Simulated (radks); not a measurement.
Problem. Ionisation ladder of neon, from Ne to Ne9+. Each ion is in the ground configuration listed by NIST, and IE = E(next ion) - E(this ion), with E = 0 for the bare nucleus. Method: Dirac Kohn-Sham, PBE, spin-unpolarised, spherical densities, point nucleus; open shells are shared between the two j in proportion to 2j + 1; computed with a radial shooting solver on a logarithmic mesh with Libxc functionals.

species  configuration  IE, Delta-SCF (eV)  -e(HOMO) (eV)   HOMO  <r> HOMO (bohr)
Ne                [Ne]              22.475         13.298  2p3/2            0.983
Ne+       [He] 2s2 2p5                   ?         32.234  2p3/2            0.884
Ne2+      [He] 2s2 2p4              67.430         54.775  2p3/2            0.812
Ne3+      [He] 2s2 2p3                   ?         80.494  2p3/2            0.755
Ne4+      [He] 2s2 2p2                   ?         109.12  2p3/2            0.708
Ne5+      [He] 2s2 2p1                   ?         140.40  2p3/2            0.668
Ne6+          [He] 2s2              207.75         192.46  2s1/2            0.708
Ne7+          [He] 2s1              237.81         223.00  2s1/2            0.688
Ne8+              [He]              1208.6         1136.1  1s1/2            0.156
Ne9+               1s1              1347.0         1280.8  1s1/2            0.151

Estimate the withheld Delta-SCF values.

Solution. Ne+: 43.268 eV (NIST 40.963); Ne3+: 94.629 eV (NIST 97.190); Ne4+: 124.61 eV (NIST 126.25); Ne5+: 157.12 eV (NIST 157.93).

Beside tabulated values, note that spin-unpolarised runs miss the spin-polarisation part of the exchange energy of open shells.
